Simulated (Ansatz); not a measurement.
Predict a relaxed structure of MnMe2 (C₂H₆Mn), charge 0, sextet, at r2SCAN-D4/def2-TZVP (Ansatz).


Cartesian coordinates in Å:
```
Mn -0.030 0.012 0.008
C -0.434 0.232 -2.005
H -0.225 -0.683 -2.573
H 0.167 1.027 -2.465
H -1.484 0.485 -2.198
C 0.431 -0.231 2.006
H -0.437 -0.076 2.659
H 1.203 0.472 2.343
H 0.809 -1.237 2.225
```
Point group D3h (tolerance 0.1 Å). The metal has 2 neighbours: C 2.06 Å, C 2.06 Å. This is one stationary point.
